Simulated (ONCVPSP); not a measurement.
LDA (Perdew-Wang 92) ONCV dataset for Rb, scalar-relativistic all-electron reference.

- Element: Rb
- Generator: ONCVPSP 4.0.1
- Type: optimised norm-conserving Vanderbilt (ONCV)
- Functional: LDA (Perdew-Wang 92)
- Relativity: scalar-relativistic
- Frozen core: [Ar] 3d10
- Valence charge: 9
- Reference configuration: 4s2 4p6 5s1
- Partial waves: 4s+5s: rc 2.35 bohr, ncon 4, nbas 9, qcut 5.2 1/bohr, 2 projectors; 4p: rc 2.35 bohr, ncon 4, nbas 8, qcut 7.2 1/bohr, 2 projectors, debl 2.2 Ha; d scattering state at 0.19 Ha: rc 2.15 bohr, ncon 4, nbas 7, qcut 4.3 1/bohr, 2 projectors, debl 0.8 Ha
- Local potential: polynomial inside 1.95 bohr (lpopt 5, dvloc0 4 Ha)
- Core correction: none

Poles of the logarithmic derivatives, all-electron (AE) and pseudo (PS). s: poles at -1.0, 3.2 (AE) and -1.0, 3.1 (PS) Ha. p: poles at -0.2, 3.9 (AE) and -0.2, 3.9 (PS) Ha. d: poles at 1.3 (AE) and 1.3 (PS) Ha. Test radii: s 2.39, p 2.39, d 2.19 bohr.

* Cutoffs needed: 8.3 Ha and 13 Ha (the cutoffs (Ha) at which the residual kinetic energy of the hardest occupied pseudo-wave falls to 1 and 0.1 mHa per electron)
* Ghost test: no bound ghost flagged; no localised positive-energy state flagged
* Largest excitation error: -102 meV (all-electron minus pseudo) for 4s1 4p6 5s1, out of 4 test configurations
